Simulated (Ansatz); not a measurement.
BH7SSi2, SMILES `[SiH3]BS[SiH3]`. Total charge 0; spin multiplicity 1.

Z-matrix (Å, degrees):
```
Si
B 1 2.010
H 1 1.491 2 109.7
H 1 1.491 2 109.6 3 117.7
H 1 1.488 2 112.9 3 -121.1
S 2 1.774 1 119.7 3 121.5
H 2 1.198 1 120.9 3 -58.5
Si 6 2.159 2 99.8 1 -180.0
H 8 1.484 6 107.4 2 179.9
H 8 1.482 6 109.5 2 60.4
H 8 1.482 6 109.5 2 -60.5
```

(1) List the harmonic frequencies (cm⁻¹, unscaled) at PBE0-D4/def2-TZVP in Ansatz. (Best estimate.)

(2) Is this a minimum?

(3) Give the ideal-gas thermochemistry at 298.15 K and 1 bar (rigid rotor, harmonic oscillator; point group Cs, symmetry number 1).

(4) And at 400, 500, 600, 800 and 1000 K?

## Answers

(1) Computed: 77, 90, 102, 103, 188, 477, 486, 508, 616, 618, 694, 749, 850, 883, 920, 933, 940, 941, 942, 1044, 2203, 2205, 2222, 2236, 2250, 2254, 2602.

(2) Yes, all 27 modes are real.

(3) Zero-point energy 168.3 kJ/mol; H(298) − E = 191.8 kJ/mol; entropy 370.2 J/(mol·K), of which translation 167.0, rotation 114.6, vibration 88.5; G(298) − E = 81.4 kJ/mol. Modes under 100 cm⁻¹ are hindered rotations or soft bends, so the harmonic entropy is rough.

(4) 
```json
{"T (K)": "400", "H − E (kJ/mol)": "205.3", "S (J/mol/K)": "408.9", "G − E (kJ/mol)": "41.7"}
{"T (K)": "500", "H − E (kJ/mol)": "220.6", "S (J/mol/K)": "443.0", "G − E (kJ/mol)": "-0.9"}
{"T (K)": "600", "H − E (kJ/mol)": "237.5", "S (J/mol/K)": "473.8", "G − E (kJ/mol)": "-46.8"}
{"T (K)": "800", "H − E (kJ/mol)": "274.9", "S (J/mol/K)": "527.5", "G − E (kJ/mol)": "-147.1"}
{"T (K)": "1000", "H − E (kJ/mol)": "316.0", "S (J/mol/K)": "573.2", "G − E (kJ/mol)": "-257.3"}
```
